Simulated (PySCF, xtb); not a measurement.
Complex: CH4O (SMILES CO) (first 6 atoms) with CH6Si (SMILES C[SiH3]); geometry from B3LYP-D3(BJ)/def2-TZVP, rigid monomers moved along the line of their centres of mass till O2···Si8 is 4.59 Å.
(charge 0, multiplicity 1):
```csv
atom,x (Å),y (Å),z (Å)
C,0.3369,-0.2705,-0.2764
O,0.5299,0.7842,0.6579
H,-0.2144,-1.1086,0.1618
H,1.3268,-0.6210,-0.5648
H,-0.1859,0.0709,-1.1759
H,-0.3309,1.1081,0.9428
C,1.2136,0.2182,5.3071
Si,-0.5062,-0.4339,4.9649
H,1.6818,0.5244,4.3714
H,1.8333,-0.5495,5.7743
H,1.1789,1.0782,5.9785
H,-1.3594,0.6085,4.3344
H,-1.1801,-0.8470,6.2219
H,-0.4748,-1.6072,4.0590
```

Counterpoise-corrected where a basis set is named; no monomer relaxation. Rows marked so take none.

Rows in 6-31G* carry no dispersion term and start afresh at each structure (6-31G* with six Cartesian d functions).

Run with PySCF for 6-31G* rows; xtb for the GFN methods. Each number belongs to the level named beside it.

What interaction energy does GFN1-xTB give?

-3 kJ/mol
